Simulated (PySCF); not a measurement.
# What a mistake does to a calculation on BClGeH5Si

Calculated results; nothing here was measured. They come from PySCF 2.14.0, an open-source quantum chemistry program, on an isolated molecule that a program drew, which may never have been made. The molecule is BClGeH5Si (charge 0, doublet), drawn as the SMILES string `[BH2][GeH2][SiH]Cl`.

Each row is a Hartree-Fock (HF) and frozen-core CCSD(T) single point in the cc-pV(D+d)Z basis, meant for a local HF minimum. Run 1 is clean. Each other run has one planted mistake out of seven kinds, and not every kind appears here: one electron removed, one electron added, multiplicity raised by two, geometry at a saddle point, minimal basis STO-3G, one bond length entered in bohr, all coordinates scaled. The reference is restricted for singlets and unrestricted otherwise, and also for a bond in bohr. Adding or removing an electron swaps singlet and doublet. Electrons count all cores. HOMO and LUMO are orbital energies over both spins, the gradient is its largest component, and the lowest frequency (negative if imaginary) is given only where the gradient is small. Bond lengths are over the 8 bonds as drawn. T1 is the CCSD diagnostic: over 0.02 (restricted) or 0.045 (unrestricted) a single reference is doubtful. Germanium has the cc-pVDZ-PP basis, with a core potential (ECP10MDF) in place of its 10 inner electrons, and its 3s, 3p and 3d shells are frozen in CCSD(T).

Geometry of the clean run:
```xyz
9
BClGeH5Si, angstrom
B    -0.8743   -1.7342    0.5765
Ge   -2.1638   -0.7312   -0.7127
Si   -0.9348    1.0760   -1.7444
Cl    0.7785    0.3454   -2.6976
H    -0.2270   -2.6621    0.1874
H    -0.7322   -1.3504    1.7018
H    -2.7093   -1.6077   -1.8453
H    -3.3508   -0.0736    0.0062
H    -0.4625    2.0917   -0.7735
```

```
run  electrons  basis functions  <S^2>  HOMO (eV)  LUMO (eV)  gradient (hartree/bohr)  lowest frequency (cm^-1)  mean bond (Å)  longest bond (Å)      T1  HF (hartree)  CCSD(T) (hartree)                     mistake
  1         73              108  0.763      -8.74       0.38                  3.7e-05                        39         1.6918             2.417  0.0164   -1069.40115        -1069.87087                    no fault
  2         73              108  3.768      -7.21      -2.33                  4.2e-02                         -         1.6918             2.417  0.0191   -1069.26803        -1069.72984  multiplicity raised by two
  3         74              108  0.000      -1.43       5.63                  4.8e-02                         -         1.6918             2.417  0.0329   -1069.41326        -1069.92289                           ?
  4         73              108  0.766      -8.35       0.77                  7.8e-02                         -         1.5412             2.202  0.0171   -1069.32845        -1069.79632                           ?
```

**Which mistake was planted in run 3, and what did it cost?**

It counts 74 electrons, one more than the clean run, at the same geometry and basis. So the mistake is: one electron added. Subtracting run 1 and multiplying by 627.51 kcal/mol a hartree, the energy moved by -7.6 kcal/mol in HF and -32.6 kcal/mol in CCSD(T).

**Which mistake was planted in run 4, and what did it cost?**

The mean and the longest bond both change by the same factor, 0.911, and the gradient is no longer small. So the mistake is: all coordinates scaled. Subtracting run 1 and multiplying by 627.51 kcal/mol a hartree, the energy moved by 45.6 kcal/mol in HF and 46.8 kcal/mol in CCSD(T).

Cautions from the logs. Run 3: T1 is over the limit, so its CCSD(T) energy is less reliable.
